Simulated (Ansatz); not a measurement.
One change: `N=[C](O)[GaH2]` becomes `O/[C]([GaH2])=N/[SiH3]`.

Ansatz, PBE0-D4/def2-TZVP geometries, multiplicity 1. Each molecule was computed in one conformer, which needn't be the lowest.

Scalar relativity is left out up to krypton.

| property | `N=[C](O)[GaH2]` |
| --- | --- |
| HOMO–LUMO gap (PBE0/def2-TZVPP) / eV | 5.22 |
| HOMO–LUMO gap (B3LYP/def2-TZVPP) / eV | 4.74 |
| HOMO energy (PBE/def2-TZVPP) / eV | -6.07 |
| HOMO–LUMO gap (ωB97M-V/def2-TZVPP) / eV | 9.26 |
| HOMO energy (ωB97M-V/def2-TZVPP) / eV | -9.70 |
| size of the dipole moment (B3LYP/def2-TZVPP) / D | 1.02 |

(1) Give the same properties after the change, and the shifts. (Best estimate.)

Answers

(1) Computed: 
```csv
property,`O/[C]([GaH2])=N/[SiH3]`,shift
HOMO–LUMO gap (PBE0/def2-TZVPP) / eV,5.98,0.76
HOMO–LUMO gap (B3LYP/def2-TZVPP) / eV,5.56,0.82
HOMO energy (PBE/def2-TZVPP) / eV,-5.98,0.09
HOMO–LUMO gap (ωB97M-V/def2-TZVPP) / eV,9.98,0.72
HOMO energy (ωB97M-V/def2-TZVPP) / eV,-9.50,0.20
size of the dipole moment (B3LYP/def2-TZVPP) / D,0.76,-0.26
```

With PBE0 the HOMO rises by 0.17 eV and the LUMO rises by 0.93 eV, so the gap widens by about 0.76 eV. PBE moves the HOMO by 0.09 eV and ωB97M-V by 0.20 eV. Dipoles are sizes alone; their direction can turn.

B3LYP here is the variant with VWN-RPA as its local correlation; programs differ in this.
